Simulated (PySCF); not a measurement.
Exercise with solution: oscillator strength and radiative lifetime

Se(Cl)(OMe) (CH3ClOSe), SMILES Cl[Se]OC.

Geometry optimised at PBE0-D3(BJ)/def2-SVP. Other conformers were not sampled.

TDA-PBE/def2-SVPD (PySCF) puts the first singlet state with f over 0.02 at 4.83 eV (vertical), with the transition dipole (0.375, -0.294, -0.175) in atomic units.

Find the oscillator strength, the wavelength and the radiative lifetime that this transition would have in vacuum if emission retraced absorption.


|μ|² = 0.2577 au, so |μ| = 1.29 D. ΔE = 4.83/27.211 = 0.1775 hartree. f = (2/3) ΔE |μ|² = 0.030 (the program prints 0.030).
λ = 1239.84/4.83 = 257 nm; ν = 38957 cm⁻¹.
Einstein's coefficient A = 0.6670 ν² f s⁻¹ (ν in cm⁻¹) = 3.1e7 s⁻¹, so τ = 1/A = 32 ns. This state is S3; the lower singlets have f = 0.002, 0.000. The figure is the radiative limit of this one transition; relaxation, internal conversion, crossing to triplets and a medium change what is measured.
